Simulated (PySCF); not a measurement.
**Ag: ionisation energy**

Ag [Kr] 4d10 5s1 (2S) → Ag+ [Kr] 4d10 (1S), as a difference of total energies. All numbers are calculated (PySCF 2.14, a scalar-relativistic core potential, in aug-cc-pVDZ-PP with ECP28MDF). Correlated levels: valence: 4s2 4p6 frozen. The calculations carry no spin-orbit coupling.

Q: Order these methods by the ionisation energy they give, lowest first.
A. CCSD(T) (valence)
B. UHF
C. MP2 (valence)
D. SCS-MP2 (valence)

A: B (6.367 eV), D (7.252 eV), A (7.363 eV), C (7.403 eV).

Errors of the correlated levels include the incompleteness of this basis and the frozen core.

For comparison: 7.576 eV (measured; NIST Atomic Spectra Database, ionization energies).
